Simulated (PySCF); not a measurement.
Structure revision by computed shifts

A compound C5H9NOSi gives the data below (simulated from a calculation) and was assigned the structure `C=C1[SiH2][C@@H]1NC(C)=O`.

¹³C{¹H} NMR (computed): δ 157.5 (C), 136.0 (CH), 120.9 (CH), 95.3 (C), 11.0 (CH3).

¹H NMR (300 MHz, computed): δ 7.02 (m, 1H), 6.44 (m, 1H), 4.86 (s, 3H), 2.96 (br s, 1H), 2.02 (s, 3H).

One computed conformer, non-relativistic Hamiltonian, rapidly exchanging positions averaged, no solvent. Shieldings: GIAO PBE0/pcSseg-1; GFN2-xTB structure; PySCF.

δ = σ(ref) − σ, references computed at the same level: ¹H and ¹³C vs TMS.

Q: Compare with the shifts computed for the proposed structure, pairing carbons in order of shift.

A: Atom-mapped SMILES (the numbers label the heavy atoms): `[CH2:1]=[C:2]1[SiH2:3][C@@H:4]1[NH:5][C:6]([CH3:7])=[O:8]` (H(Xn): hydrogen on atom n).

```json
{"atom": "C6", "computed for proposal": "168.3", "given list": "157.5", "difference": "+10.8"}
{"atom": "C2", "computed for proposal": "147.8", "given list": "136.0", "difference": "+11.8"}
{"atom": "C1", "computed for proposal": "134.9", "given list": "120.9", "difference": "+14.0"}
{"atom": "C4", "computed for proposal": "32.4", "given list": "95.3", "difference": "-62.9"}
{"atom": "C7", "computed for proposal": "24.4", "given list": "11.0", "difference": "+13.4"}
```

The rms difference is 30.3 ppm and the largest -62.9 ppm at C4 (three-membered-ring carbon). The carbon types in order of shift don't match either: C, C, CH2, CH, CH3 for the proposal against C, CH, CH, C, CH3 in the data. The proposal doesn't fit.

Q: Which isomer fits?

A: `Cc1ccoc1N[SiH3]`.

1. Carbon types of the structure: 2 × C, 2 × CH, 1 × CH3, leaving 4 H on heteroatoms.
2. δC 157.5: aromatic carbon bearing nitrogen; the electronegative substituent deshields the carbon that carries it.
3. δC 136.0: aromatic CH next to the ring oxygen.
4. δC 120.9: aromatic CH.
5. δC 95.3: substituted aromatic carbon.

Other isomers checked: [SiH3]CCc1cocn1 (rms 32.2 ppm); C=C([SiH3])/C=N\C(C)=O (rms 33.2 ppm).

The data come from this structure; uniqueness wasn't tested.

Exchangeable OH/NH protons stand at their gas-phase positions; hydrogen bonding in a real sample shifts them, mostly to higher δ. Shifts are as computed. Against solution values, carbons near 30 ppm lie about +3 ppm off and those near 130 ppm about +5 ppm. Of 1309 compounds with measured shifts, 239 miss one by over three times the rms of a fit or turn the order of signals round; such compounds aren't used in these exercises. Multiplicities follow the n + 1 count of equivalent neighbours, as no J values were calculated; m marks all less simple cases, F and P coupling included.
